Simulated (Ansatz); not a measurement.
Mulliken charges of `CO[Si](O)F` radical from PBE/def2-TZVPP in Ansatz (PBE0-D4/def2-TZVP geometry).

```
atom   x (Å)   y (Å)   z (Å)  charge (e)
  C1  -1.471  -0.166   0.286      -0.135
  O2  -0.176  -0.422  -0.222      -0.264
 Si3   1.196   0.329   0.242       0.459
  O4   2.418  -0.205  -0.698      -0.300
  F5   1.096   1.898  -0.031      -0.262
  H6  -2.158  -0.876  -0.176       0.109
  H7  -1.509  -0.298   1.371       0.094
  H8  -1.794   0.849   0.040       0.109
  H9   2.486  -1.153  -0.828       0.190
```

By hand: the dipole of these point charges (1 e Å = 4.8032 D).

Σ q r = (-0.319, -0.401, 0.305) e Å, of length 0.596 e Å = 2.86 D.

How does the dipole of the full density compare? (Best estimate.)

Computed: (-0.270, -0.408, 0.117) e Å, 2.42 D; the point charges give 1.18 times that, at 18° from its direction.

Point charges leave out the atoms' own dipoles, such as those of lone pairs, and Mulliken's split depends on the basis, so the two needn't agree.
